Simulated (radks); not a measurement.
The numbers below are computed, except where a source is named.
Q: Species: the scandium ion Sc5+. Configuration: [He] 2s1 2p6 3s2 3p5 (not the ground configuration). Code: a radial shooting solver on a logarithmic mesh with Libxc functionals. Model: scalar-relativistic Kohn-Sham, PBE, spin-polarised, spherical densities, finite nucleus; open shells are filled with parallel spins first; Fermi nuclear charge, rms radius 3.5459 fm. Some entries of the table are withheld. Estimate them.

orbital,occ.,eigenvalue (eV),<1/r> (bohr^-1),<r> (bohr)
1s up,1,-4527.569,20.78,0.07299
1s down,1,-4524.028,20.78,0.07300
2s up,1,-586.1684,(1),0.3380
2s down,0,-579.9300,(2),0.3387
2p up,3,-502.7184,4.270,0.3012
2p down,3,-497.0286,4.269,0.3015
3s up,1,-132.4111,1.445,0.9775
3s down,1,-130.2271,1.437,0.9828
3p up,3,-109.4307,1.353,(3)
3p down,2,-107.4298,1.344,(4)

A: 
(1) 2s up <1/r> (bohr^-1): 4.369
(2) 2s down <1/r> (bohr^-1): 4.362
(3) 3p up <r> (bohr): 1.011
(4) 3p down <r> (bohr): 1.018
